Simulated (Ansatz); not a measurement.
`[F][Zr]([Cl])([Cl])[Cl]` and `[F][Zr]([F])([Cl])[Cl]` differ in one atom or group.

Ansatz, PBE0-D4/def2-TZVP geometries, multiplicity 1. 

Elements past krypton have def2 core potentials.

```csv
property,`[F][Zr]([Cl])([Cl])[Cl]`
size of the dipole moment (B3LYP/def2-TZVPP) / D,0.04
HOMO energy (PBE0/def2-TZVPP) / eV,-9.70
size of the dipole moment (PBE/def2-TZVPP) / D,0.02
LUMO energy (B3LYP/def2-TZVPP) / eV,-2.63
zero-point energy (PBE0-D4/def2-TZVP) / kJ/mol,15.2
HOMO energy (PBE/def2-TZVPP) / eV,-8.30
```

Give the same properties after the change, and the shifts. (Best estimate.)

Ansatz gave: 
```csv
property,`[F][Zr]([F])([Cl])[Cl]`,shift
size of the dipole moment (B3LYP/def2-TZVPP) / D,0.01,-0.03
HOMO energy (PBE0/def2-TZVPP) / eV,-9.80,-0.10
size of the dipole moment (PBE/def2-TZVPP) / D,0.10,0.08
LUMO energy (B3LYP/def2-TZVPP) / eV,-2.39,0.24
zero-point energy (PBE0-D4/def2-TZVP) / kJ/mol,17.4,2.2
HOMO energy (PBE/def2-TZVPP) / eV,-8.37,-0.07
```

With PBE0 the HOMO falls by 0.10 eV and the LUMO rises by 0.25 eV, so the gap widens by about 0.35 eV. PBE moves the HOMO by -0.07 eV and ωB97M-V by -0.13 eV.

B3LYP here is the variant with VWN-RPA as its local correlation; programs differ in this.
